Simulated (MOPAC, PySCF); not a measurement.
Ligands exchanged one at a time, In F-NH2. All species are isolated molecules in the gas phase. One relaxed conformer stands for each flexible species; it need not be the lowest. Strings in code marks are SMILES.

Quantity: redistribution energy (mixed species minus the weighted end members), in kcal/mol. Semi-empirical values (MOPAC) are differences of heats of formation.

Level 1: r2SCAN-D4/def2-TZVP (PySCF)
Level 2: B3LYP/6-311+G** (LANL2DZ on In) // r2SCAN-D4/def2-TZVP (PySCF)
Level 3: B3LYP/LANL2DZ // r2SCAN-D4/def2-TZVP (PySCF)
Level 4: AM1 // r2SCAN-D4/def2-TZVP (MOPAC)

| species | level 1 | level 2 | level 3 | level 4 |
|---|---|---|---|---|
| 1 of 3 F replaced by NH2: `[NH2][In]([F])[F]` | -5.11 | -5.07 | -4.63 | -3.13 |
